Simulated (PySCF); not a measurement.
hexachlorodisilane (Cl6Si2), singlet, geometry from GFN2-xTB; DF-SVWN5/def2-SVP run with PySCF.

The PySCF input:
```python
from pyscf import gto, scf, dft

mol = gto.Mole()
mol.atom = '''
    Cl    2.105002   -0.488583   -1.560765
    Si    1.150028   -0.117591    0.177868
    Cl    1.922693    1.566789    0.976810
    Cl    1.522218   -1.645686    1.442326
    Si   -1.150028    0.117591   -0.177868
    Cl   -1.523918    1.664206   -1.419094
    Cl   -1.917382   -1.556042   -1.004049
    Cl   -2.108614    0.459317    1.564771
'''
mol.basis = 'def2-svp'
mol.charge = 0
mol.spin = 0
mol.verbose = 4
mol.build()

mf = dft.RKS(mol)
mf.xc = 'lda,vwn'
mf = mf.density_fit(auxbasis='def2-universal-jkfit')
mf.kernel()
```

It wrote (shortened):

```
PySCF version 2.14.0

[INPUT] verbose = 4
[INPUT] num. atoms = 8
[INPUT] num. electrons = 130
[INPUT] charge = 0
[INPUT] spin (= nelec alpha-beta = 2S) = 0
[INPUT] symmetry False subgroup None
[INPUT] Mole.unit = angstrom
[INPUT] Symbol           X                Y                Z      unit          X                Y                Z       unit  Magmom
[INPUT]  1 Cl     2.105002000000  -0.488583000000  -1.560765000000 AA    3.977877271662  -0.923288059118  -2.949418394807 Bohr   0.0
[INPUT]  2 Si     1.150028000000  -0.117591000000   0.177868000000 AA    2.173237955581  -0.222214784714   0.336121806324 Bohr   0.0
[INPUT]  3 Cl     1.922693000000   1.566789000000   0.976810000000 AA    3.633363191618   2.960802104981   1.845903375736 Bohr   0.0
[INPUT]  4 Cl     1.522218000000  -1.645686000000   1.442326000000 AA    2.876575121883  -3.109895827031   2.725601122339 Bohr   0.0
[INPUT]  5 Si    -1.150028000000   0.117591000000  -0.177868000000 AA   -2.173237955581   0.222214784714  -0.336121806324 Bohr   0.0
[INPUT]  6 Cl    -1.523918000000   1.664206000000  -1.419094000000 AA   -2.879787656295   3.144893554858  -2.681699005014 Bohr   0.0
[INPUT]  7 Cl    -1.917382000000  -1.556042000000  -1.004049000000 AA   -3.623326856171  -2.940493218320  -1.897377625643 Bohr   0.0
[INPUT]  8 Cl    -2.108614000000   0.459317000000   1.564771000000 AA   -3.984702962424   0.867983334357   2.956988637662 Bohr   0.0

nuclear repulsion = 1213.95043281753
number of shells = 64
number of NR pGTOs = 288
number of NR cGTOs = 144
basis = def2-svp
ecp = {}

******** <class 'pyscf.df.df_jk.DFRKS'> ********
method = DFRKS
initial guess = minao
damping factor = 0
level_shift factor = 0
DIIS = <class 'pyscf.scf.diis.CDIIS'>
diis_start_cycle = 1
diis_space = 8
diis_damp = 0
SCF conv_tol = 1e-09
SCF conv_tol_grad = None
SCF max_cycles = 50
direct_scf = False
XC library pyscf.dft.libxc version 7.1.2
    S. Lehtola, C. Steigemann, M. J. T. Oliveira, and M. A. L. Marques,  SoftwareX 7, 1–5 (2018)
XC functionals = lda,vwn
    P. A. M. Dirac,  Math. Proc. Cambridge Philos. Soc. 26, 376 (1930)
    F. Bloch,  Z. Phys. 57, 545 (1929)
    S. H. Vosko, L. Wilk, and M. Nusair,  Can. J. Phys. 58, 1200 (1980)
radial grids:
    Treutler-Ahlrichs [JCP 102, 346 (1995); DOI:10.1063/1.469408] (M4) radial grids

becke partition: Becke, JCP 88, 2547 (1988); DOI:10.1063/1.454033
pruning grids: <function nwchem_prune>
grids dens level: 3
symmetrized grids: False
atomic radii adjust function: <function treutler_atomic_radii_adjust>
small_rho_cutoff = 0
Set gradient conv threshold to 3.16228e-05
Initial guess from minao.
tot grids = 151640
init E= -3329.1854353914
  HOMO = -0.298469686229226  LUMO = -0.074650943073909  gap/eV = 6.09042
cycle= 1 E= -3328.19663383754  delta_E= 0.989  |g|= 0.528  |ddm|= 3.46
  HOMO = -0.273672134743635  LUMO = -0.105524321073575  gap/eV = 4.57554
cycle= 2 E= -3327.95401487836  delta_E= 0.243  |g|= 1.08  |ddm|=    2
  HOMO = -0.260707945607547  LUMO = -0.0521120487111571  gap/eV = 5.67618
cycle= 3 E= -3328.27173953829  delta_E= -0.318  |g|= 0.112  |ddm|= 1.39
  HOMO = -0.27441656762007  LUMO = -0.0665444807153405  gap/eV = 5.65649
cycle= 4 E= -3328.27501855339  delta_E= -0.00328  |g|= 0.0244  |ddm|= 0.148
  HOMO = -0.273237323805889  LUMO = -0.0650795433430159  gap/eV = 5.66426
cycle= 5 E= -3328.27517630018  delta_E= -0.000158  |g|= 0.00282  |ddm|= 0.0274
  HOMO = -0.272963223307147  LUMO = -0.0647708306868313  gap/eV = 5.66520
cycle= 6 E= -3328.27517921443  delta_E= -2.91e-06  |g|= 0.000503  |ddm|= 0.00439
  HOMO = -0.272978642198882  LUMO = -0.0647865858226614  gap/eV = 5.66519
cycle= 7 E= -3328.27517928405  delta_E= -6.96e-08  |g|= 0.000112  |ddm|= 0.000722
  HOMO = -0.272979553567496  LUMO = -0.0647846057270486  gap/eV = 5.66527
cycle= 8 E= -3328.27517928738  delta_E= -3.33e-09  |g|= 1.11e-05  |ddm|= 0.000119
  HOMO = -0.272978274200821  LUMO = -0.0647832271179403  gap/eV = 5.66528
cycle= 9 E= -3328.27517928742  delta_E= -3.64e-11  |g|= 1.14e-06  |ddm|= 2e-05
  HOMO = -0.272978497804478  LUMO = -0.0647834203461405  gap/eV = 5.66528
Extra cycle  E= -3328.27517928743  delta_E= -7.28e-12  |g|= 6.94e-07  |ddm|= 3.57e-06
converged SCF energy = -3328.27517928743
```
